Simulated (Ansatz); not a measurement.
Consider the homolysis of the B–S bond: `OBS[SiH3]` → `[BH]O`• + `[SiH3][S]`•.

Gas-phase electronic energies from Ansatz, PBE0-D4/def2-TZVP geometries. CBS: MP2 limit from def2 TZ/QZ plus the TZ coupled-cluster correction, frozen cores. This one scheme is used for every species. Open shells (•) are unrestricted, without spin–orbit coupling. Each species was taken in one conformer, which may not be the lowest.

```
     species  CCSD(T)/CBS(def2) energy (Eh)
 `OBS[SiH3]`                     -789.92150
    `[BH]O`•                     -101.12826
`[SiH3][S]`•                     -688.62203
```

Problem. Work out ΔE.

Solution. ΔE = (-101.12826) + (-688.62203) − (-789.92150) = 0.17121 Eh = +449.5 kJ/mol.

Largest T1 diagnostic among the species: 0.016.

At CCSD(T), def2-SVP lies −21.1 kJ/mol from the extrapolated value and def2-TZVPP −11.6 kJ/mol: correlation converges slowly with the basis, and small sets miss more of it in the bonded molecule than in its fragments. In def2-TZVPP, CCSD(T) changes the Hartree–Fock value by +122.0 kJ/mol (the triples alone add +13.1 kJ/mol) and MP2 by +140.6 kJ/mol; breaking electron pairs costs correlation energy, which Hartree–Fock lacks. The D4 term adds +14.5 kJ/mol with B3LYP and +7.7 kJ/mol with PBE0; it sums over pairs of atoms, weighted by their polarisabilities, and B3LYP, whose exchange is more repulsive, gets the larger term.

B3LYP here is the variant with VWN-RPA as its local correlation; programs differ in this.
